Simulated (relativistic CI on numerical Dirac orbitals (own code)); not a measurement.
Calculated at this level of theory: Dirac-Coulomb-Breit CI, separate exchange-only KLI orbitals for each configuration, model QED (radiative potential, 1s self-energy scaled to tabulated hydrogen-like ionisation energies), unscaled Slater integrals (own radial code, finite nucleus).

The strongest absorption lines from the ground level of an ion, among the configurations computed and to levels below about 6530 eV (vacuum wavelength in nm, gf): 0.19102 (0.042), 0.19280 (0.031), 0.21928 (0.086), 0.22344 (0.07), 0.30250 (0.26), 0.31877 (0.26), 1.8023 (0.63), 6.9888 (0.074).

(1) Which ion is it?
A. At LXXV
B. Pa LXXXI
C. Au LXXI
D. Au LXIX

## Answers

(1) D. Au LXIX has 11 electrons and the ground level 3s 2S_1/2; the strongest line goes to 3p 2P°_3/2. The pattern of lines fixes the number of electrons, and along that sequence the line energies rise steadily with the charge (about as its square where n changes within one kind of shell, about linearly where n is kept but much faster in heavy ions where fine structure, which grows about as Z⁴, sets the gap, and irregularly where shells cross), which fixes Z. Configurations outside the model, such as inner-shell arrays, can give stronger lines. At this charge energies of transitions that change n are usually good to better than 1 %, and those within a shell (Δn = 0) to a few per cent.
